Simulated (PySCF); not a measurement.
Coordinates in bohr (charge 0 multiplicity 1):
```
B     1.4324    1.4324    0.0000
B    -1.4324    1.4324    0.0000
B    -1.4324   -1.4324    0.0000
B     1.4324   -1.4324    0.0000
```

These are results of PBE0/[B def2-TZVP], no relativity, density fitting, PySCF, not measurements.

This geometry of B₄ is a stationary point at this level.

Task: What is the point group?

Result: D4h.

Task: Is it a minimum?

Result: No: it has 1 imaginary mode, at 241i cm⁻¹ (b1g).

Task: Which band is strongest in the infrared?

Result: 1205 cm⁻¹ (eu), 7 km/mol.

Task: What are the dipole moment and the gap between the highest occupied and lowest empty levels?

Result: 0.00 D and 4.01 eV.

This need not be the most stable arrangement of these atoms. At this level a singlet minimum of D2h symmetry lies 4 kJ/mol below this structure.
